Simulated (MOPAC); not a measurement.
MOPAC input (MNDO):

```
MNDO 1SCF CHARGE=-1 GEO-OK AUX(PRECISION=9) THREADS=1
C4H9O

C    -1.59398935 1   -0.83370354 1   -0.37739831 1
C    -0.49357677 1    0.03545247 1    0.22280101 1
C    -0.43300848 1    1.41495467 1   -0.41984486 1
C     0.92145471 1   -0.64229115 1    0.12666913 1
O     1.91351845 1    0.05959811 1    0.64735560 1
H    -2.59056419 1   -0.38824469 1   -0.27109940 1
H    -1.61277672 1   -1.81976512 1    0.09913087 1
H    -1.41502128 1   -0.99000838 1   -1.44735582 1
H    -0.68524904 1    0.16559733 1    1.29663985 1
H    -0.31333031 1    1.32081206 1   -1.50685646 1
H     0.45001133 1    1.92484359 1   -0.02852270 1
H    -1.33069180 1    2.01690359 1   -0.23010263 1
H     0.75946903 1   -1.67348806 1    0.58478160 1
H     1.02472484 1   -0.87990980 1   -0.98882185 1
```

Output:

```
 *******************************************************************************
 **                                                                           **
 **                              MOPAC v23.2.5                                **
 **                                                                           **
 *******************************************************************************
 ** MOPAC's Digital Object Identifier: https://doi.org/10.5281/zenodo.6511958 **
 **                                                                           **
 ** Please cite the open-source release paper for use of this MOPAC version:  **
 ** J. E. Moussa and J. J. P. Stewart (2026)                                  **
 ** MOPAC: An open-source semiempirical molecular orbital program             **
 ** J. Open Source Softw., 11(119), 8025, https://doi.org/10.21105/joss.08025 **
 *******************************************************************************

                              MNDO CALCULATION RESULTS

 *******************************************************************************
 *  MNDO       - The MNDO Hamiltonian to be used
 *  GEO-OK     - OVERRIDE INTERATOMIC DISTANCE AND OTHER SAFETY CHECKS
 *
 *
 *
 *                 CHARGE ON SYSTEM = -1
 *
 *
 *
 *  1SCF       - DO 1 SCF AND THEN STOP
 *  AUX        - OUTPUT AUXILIARY INFORMATION
 *******************************************************************************
MNDO 1SCF CHARGE=-1 GEO-OK AUX(PRECISION=9) THREADS=1
 C4H9O

   ATOM   CHEMICAL          X               Y               Z
  NUMBER   SYMBOL      (ANGSTROMS)     (ANGSTROMS)     (ANGSTROMS)

     1       C         -1.59398935  *  -0.83370354  *  -0.37739831  *
     2       C         -0.49357677  *   0.03545247  *   0.22280101  *
     3       C         -0.43300848  *   1.41495467  *  -0.41984486  *
     4       C          0.92145471  *  -0.64229115  *   0.12666913  *
     5       O          1.91351845  *   0.05959811  *   0.64735560  *
     6       H         -2.59056419  *  -0.38824469  *  -0.27109940  *
     7       H         -1.61277672  *  -1.81976512  *   0.09913087  *
     8       H         -1.41502128  *  -0.99000838  *  -1.44735582  *
     9       H         -0.68524904  *   0.16559733  *   1.29663985  *
    10       H         -0.31333031  *   1.32081206  *  -1.50685646  *
    11       H          0.45001133  *   1.92484359  *  -0.02852270  *
    12       H         -1.33069180  *   2.01690359  *  -0.23010263  *
    13       H          0.75946903  *  -1.67348806  *   0.58478160  *
    14       H          1.02472484  *  -0.87990980  *  -0.98882185  *

          CARTESIAN COORDINATES

    NO.       ATOM           X           Y           Z

     1         C         -1.5940     -0.8337     -0.3774
     2         C         -0.4936      0.0355      0.2228
     3         C         -0.4330      1.4150     -0.4198
     4         C          0.9215     -0.6423      0.1267
     5         O          1.9135      0.0596      0.6474
     6         H         -2.5906     -0.3882     -0.2711
     7         H         -1.6128     -1.8198      0.0991
     8         H         -1.4150     -0.9900     -1.4474
     9         H         -0.6852      0.1656      1.2966
    10         H         -0.3133      1.3208     -1.5069
    11         H          0.4500      1.9248     -0.0285
    12         H         -1.3307      2.0169     -0.2301
    13         H          0.7595     -1.6735      0.5848
    14         H          1.0247     -0.8799     -0.9888

  H: (MNDO): M.J.S. DEWAR, W. THIEL, J. AM. CHEM. SOC., 99, 4899, (1977)
  C: (MNDO): M.J.S. DEWAR, W. THIEL, J. AM. CHEM. SOC., 99, 4899, (1977)
  O: (MNDO): M.J.S. DEWAR, W. THIEL, J. AM. CHEM. SOC., 99, 4899, (1977)

           Empirical Formula: C4 H9 O  =    14 atoms

      MOLECULAR POINT GROUP   :   C1

      RHF CALCULATION, NO. OF DOUBLY OCCUPIED LEVELS = 16

 -------------------------------------------------------------------------------
 MNDO 1SCF CHARGE=-1 GEO-OK AUX(PRECISION=9) THREADS=1
 C4H9O

     1SCF WAS SPECIFIED, SO BFGS WAS NOT USED
     SCF FIELD WAS ACHIEVED

                              MNDO CALCULATION
                                                       MOPAC v23.2.5 Linux

          FINAL HEAT OF FORMATION =        -49.94597 KCAL/MOL =    -208.97392 KJ/MOL

          COSMO AREA              =        120.50 SQUARE ANGSTROMS
          COSMO VOLUME            =        109.86 CUBIC ANGSTROMS

          IONIZATION POTENTIAL    =          2.597193 EV
          HOMO LUMO ENERGIES (EV) =         -2.597  8.031
          NO. OF FILLED LEVELS    =         16
          MOLECULAR WEIGHT        =         73.1145         POINT GROUP:  C1

          MOLECULAR DIMENSIONS (Angstroms)

            Atom       Atom       Distance
            H     6    O     5     4.61854
            H    13    H    12     3.90599
            H    10    H     9     2.69388

          SCF CALCULATIONS        =          1

   ATOM   CHEMICAL          X               Y               Z
  NUMBER   SYMBOL      (ANGSTROMS)     (ANGSTROMS)     (ANGSTROMS)

     1       C         -1.59398935  *  -0.83370354  *  -0.37739831  *
     2       C         -0.49357677  *   0.03545247  *   0.22280101  *
     3       C         -0.43300848  *   1.41495467  *  -0.41984486  *
     4       C          0.92145471  *  -0.64229115  *   0.12666913  *
     5       O          1.91351845  *   0.05959811  *   0.64735560  *
     6       H         -2.59056419  *  -0.38824469  *  -0.27109940  *
     7       H         -1.61277672  *  -1.81976512  *   0.09913087  *
     8       H         -1.41502128  *  -0.99000838  *  -1.44735582  *
     9       H         -0.68524904  *   0.16559733  *   1.29663985  *
    10       H         -0.31333031  *   1.32081206  *  -1.50685646  *
    11       H          0.45001133  *   1.92484359  *  -0.02852270  *
    12       H         -1.33069180  *   2.01690359  *  -0.23010263  *
    13       H          0.75946903  *  -1.67348806  *   0.58478160  *
    14       H          1.02472484  *  -0.87990980  *  -0.98882185  *

                             CARTESIAN COORDINATES

   1    C       -1.593989350    -0.833703540    -0.377398310
   2    C       -0.493576770     0.035452470     0.222801010
   3    C       -0.433008480     1.414954670    -0.419844860
   4    C        0.921454710    -0.642291150     0.126669130
   5    O        1.913518450     0.059598110     0.647355600
   6    H       -2.590564190    -0.388244690    -0.271099400
   7    H       -1.612776720    -1.819765120     0.099130870
   8    H       -1.415021280    -0.990008380    -1.447355820
   9    H       -0.685249040     0.165597330     1.296639850
  10    H       -0.313330310     1.320812060    -1.506856460
  11    H        0.450011330     1.924843590    -0.028522700
  12    H       -1.330691800     2.016903590    -0.230102630
  13    H        0.759469030    -1.673488060     0.584781600
  14    H        1.024724840    -0.879909800    -0.988821850

           Empirical Formula: C4 H9 O  =    14 atoms

      MOLECULAR POINT GROUP   :   C1

                  EIGENVALUES
 -35.12392 -30.41548 -25.17130 -20.24488 -15.72464 -11.17662 -10.47665 -10.14749
  -9.59027  -8.63682  -8.22666  -7.40009  -7.22685  -7.13528  -2.62982  -2.59719
   8.03148   8.12734   8.45610   8.56732   8.97407   9.20595   9.70665  10.05830
  10.39098  10.66463  10.96974  11.04895  14.80431

              NET ATOMIC CHARGES AND DIPOLE CONTRIBUTIONS

  ATOM NO.   TYPE          CHARGE      No. of ELECS.   s-Pop       p-Pop
    1          C           0.068735        3.9313     1.21170     2.71956
    2          C          -0.162574        4.1626     1.22928     2.93329
    3          C           0.066986        3.9330     1.21073     2.72228
    4          C           0.339754        3.6602     1.18828     2.47197
    5          O          -0.760252        6.7603     1.91126     4.84899
    6          H          -0.056664        1.0567     1.05666
    7          H          -0.029013        1.0290     1.02901
    8          H          -0.030323        1.0303     1.03032
    9          H          -0.006054        1.0061     1.00605
   10          H          -0.037139        1.0371     1.03714
   11          H           0.015831        0.9842     0.98417
   12          H          -0.063473        1.0635     1.06347
   13          H          -0.169931        1.1699     1.16993
   14          H          -0.175882        1.1759     1.17588
 DIPOLE           X         Y         Z       TOTAL
 POINT-CHG.    -5.227     0.811    -1.501     5.498
 HYBRID        -0.918    -0.245    -0.277     0.990
 SUM           -6.145     0.566    -1.778     6.422

          ATOMIC ORBITAL ELECTRON POPULATIONS

     Atom    s        px        py        pz
    1  C   1.21170   0.90094   0.91401   0.90461
    2  C   1.22928   1.06324   0.95550   0.91455
    3  C   1.21073   0.89003   0.93455   0.89770
    4  C   1.18828   0.82715   0.82803   0.81679
    5  O   1.91126   1.44058   1.65953   1.74888
    6  H   1.05666
    7  H   1.02901
    8  H   1.03032
    9  H   1.00605
   10  H   1.03714
   11  H   0.98417
   12  H   1.06347
   13  H   1.16993
   14  H   1.17588

 **********************
 *                    *
 * JOB ENDED NORMALLY *
 *                    *
 **********************

 == MOPAC DONE ==
```

The dipole moment of an ion depends on the origin.

The geometry given is a B3LYP-D3(BJ)/def2-TZVP minimum.
